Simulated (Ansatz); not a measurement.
C4H5 (SMILES C=C1[CH]C1), doublet, at a GFN2-xTB geometry. Base run: B3LYP/aug-cc-pVDZ run with Ansatz (a quantum-chemistry and plane-wave program).

Geometry (Å):
```xyz
9

C     -0.0049    -0.0771     0.2639
C      0.1986    -0.7184    -0.9164
C     -0.0638     0.7360    -0.9919
C     -0.1031    -0.0694     1.6022
H      0.4008    -1.5983    -1.4722
H      0.7488     1.4166    -1.2311
H     -1.0232     1.0903    -1.3592
H      0.0222    -0.9735     2.1730
H     -0.3092     0.8380     2.1422
```
Charge 0, spin multiplicity 2.
Orbitals are unrestricted.
All else is at Ansatz's defaults.
Base energy -155.31520 Eh.

The base run was repeated with changes; each row names its change, and settings that it needs were set with it.

```tsv
change	ΔE vs base (µEh)
base	0.0
final_grid = 10, 20, 41	0.1
fitting.mean_field = def2-universal-JKFIT	-53.9
final_grid = 4, 8, 17	82.0
final_grid = 6, 12, 29	4.8
forces = on	-0.5
point_charge = charge:0.5 position_ang:1.536, 0.6893, 5.1489	-1402
accuracy = high	-0.3
final_grid = 14, 28, 59	0.1
point_charge = charge:-1.0 position_ang:-4.1243, -1.3547, 3.207	-603
lower_state_search = off	0.0
```
